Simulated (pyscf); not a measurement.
F–In(F)–SH, singlet

Gas-phase minimum from PySCF at ωB97X-D3(BJ)/def2-SVP, one conformer. 

```xyz
5

F      2.0509    -0.2235    -1.4300
In     0.2656     0.3341    -0.8927
F     -0.4164     1.8608    -1.8802
S     -0.8979    -0.7943     0.8073
H      0.1231    -1.6563     0.9946
```
Charge 0, spin multiplicity 1.

Bond lengths (Å): F1–In2 1.946, In2–F3 1.942, In2–S4 2.349, S4–H5 1.349. Bond angles (°): F1–In2–F3 114.0, F1–In2–S4 121.1, F3–In2–S4 124.9, In2–S4–H5 91.9.

Properties at ωB97X-D3(BJ)/def2-SVP:

* **Harmonic wavenumbers, unscaled**: 89, 132, 137, 225, 387, 629, 645, 728, 2751 cm⁻¹
* **Zero-point energy**: 8.2 kcal/mol
* **Rotational symmetry number**: 1
* **Entropy of this conformer at 298 K and 1 atm, rigid rotor and harmonic oscillator, modes under 100 cm⁻¹ raised to 100**: 343.3 J/(mol K)
* **Dipole moment**: 2.41 D

Single-point totals, which compare only within one level (frozen core for MP2 and CC):

```
level                   total energy (hartree)
----------------------  ----------------------
ωB97X-D3(BJ)/def2-TZVP              -788.90422
PBE/def2-TZVP                       -788.45768
r²SCAN/def2-TZVP                    -788.77673
B3LYP-D3(BJ)/def2-TZVP              -788.90219
PBE0-D3(BJ)/def2-TZVP               -788.48415
M06-2X/def2-TZVP                    -788.65766
ωB97M-D3(BJ)/def2-TZVP              -788.92026
HF/def2-TZVPP                       -786.39867
MP2/def2-TZVPP                      -787.35493
CCSD/def2-TZVPP                     -787.36223
CCSD(T)/def2-TZVPP                  -787.39492
```

Soft torsions are taken as harmonic, which can shift the entropy by several J/(mol K). The CCSD(T) − MP2 part came from Ansatz, without density fitting, on the same reference. The frozen core leaves the outer d or s,p core shells of the metals and heavy elements correlated in the MP2 and CC values, and def2-TZVPP describes them poorly, so these totals are far from the basis limit. Elements past Kr carry the def2 core potentials, without spin-orbit coupling.
